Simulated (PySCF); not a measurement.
C2H10AlNO2Si, SMILES C[SiH](C)[NH][Al]([OH])[OH] (GFN2-xTB optimised geometry):

```
17

Si    -0.375     1.729     0.099
C     -1.971     2.735     0.343
C      0.811     1.957     1.567
N     -0.824     0.055     0.000
Al     0.154    -1.462     0.000
O     -0.720    -2.857    -0.013
O      1.804    -1.462     0.000
H      0.297     2.177    -1.141
H     -2.510     2.429     1.235
H     -1.746     3.792     0.442
H     -2.642     2.623    -0.503
H      0.287     1.901     2.517
H      1.560     1.171     1.562
H      1.326     2.912     1.530
H     -1.808    -0.114    -0.143
H     -0.862    -3.792    -0.013
H      2.642    -1.026    -0.027
```

Level of theory: B3LYP/def2-SVP in PySCF 2.14.0.

Task: What are the frontier orbital energies and the dipole moment?

Result: HOMO-2 -8.29 eV, HOMO-1 -8.00 eV, HOMO -6.51 eV, LUMO 0.01 eV, LUMO+1 1.31 eV; dipole moment 0.78 D.

On the same geometry PBE/def2-SVP run with PySCF gives HOMO-2 -6.83 eV, HOMO-1 -6.79 eV, HOMO -5.39 eV, LUMO -0.55 eV, LUMO+1 0.74 eV; dipole moment 0.80 D.

Meta-Löwdin charges at B3LYP/def2-SVP: Si1 0.90, C2 -0.54, C3 -0.55, N4 -0.81, Al5 1.10, O6 -0.73, O7 -0.73, H8 -0.16, H9 0.10, H10 0.11, H11 0.10, H12 0.11, H13 0.10, H14 0.10, H15 0.22, H16 0.34, H17 0.34.
